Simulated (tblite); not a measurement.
Start geometry of `O=C(O)[C@@H]1C[SiH2][C@@H]1F` from a force field or distance geometry (Å):
```
atom  x, y, z in Å
O1     2.3182   -1.2383    1.1251
C2     1.6498   -0.7859    0.1809
O3     2.3160   -0.4570   -0.9441
C4     0.1194   -0.5774    0.1202
C5    -0.4949    0.1487   -1.1183
Si6   -1.9085    0.7424   -0.0192
C7    -0.4464    0.4550    1.1710
F8     0.3047    1.5692    1.3755
H9     3.2523   -0.6341   -0.7343
H10   -0.3503   -1.5800    0.2687
H11   -0.7903   -0.5091   -1.9489
H12    0.1033    0.9737   -1.5156
H13   -2.3269    2.1545   -0.2195
H14   -2.9929   -0.2564    0.1147
H15   -0.7578    0.0027    2.1220
```

Question: What comes out of this run: GFN2-xTB geometry optimisation, gas phase in tblite?

Answer: 
```
atom  x, y, z in Å
O1     2.538   -1.113    0.211
C2     1.557   -0.446    0.033
O3     1.616    0.824   -0.392
C4     0.136   -0.894    0.228
C5    -0.695   -0.578   -1.036
Si6   -1.292    1.080   -0.284
C7    -0.577    0.071    1.202
F8     0.266    0.677    2.112
H9     2.537    1.115   -0.464
H10    0.142   -1.940    0.538
H11   -1.488   -1.312   -1.167
H12   -0.105   -0.567   -1.947
H13   -0.575    2.290   -0.648
H14   -2.742    1.260   -0.211
H15   -1.323   -0.458    1.803
```

The energy falls by 13.5 kcal/mol over 128 L-BFGS steps, the largest force on an atom goes from 2.90 to 0.009 eV/Å, and the atoms move by 1.183 Å rms after alignment. Among the bonds, O1=C2 and C2–C4 change most and about equally (-0.043 to -0.042 Å). Bonds longer at the end by more than 0.005 Å: 3 of 15; shorter: 11. Among the angles that change most is C2–C4–C5, from 118.9° to 110.0°. Among the dihedrals that turn most is C2–C4–C7–F8, from 40° to -28°. Rotational constants go from 3078, 1166, 1004 to 2603, 1498, 1281 MHz. The orientation of the end geometry is arbitrary; only internal coordinates are fixed.

Hardware: one thread, Arm Neoverse N1 (aarch64), shared host with 64 logical CPUs at a one-minute load of 58. Cost: 1.4 s.

Its GFN2-xTB frequencies are all real (lowest 60 cm⁻¹). The numbers are those of one conformer. 2 starts were optimised and ended at 0.00 and 1.91 kcal/mol (GFN2-xTB); the lowest of these is shown.

All values are computed, not measured.
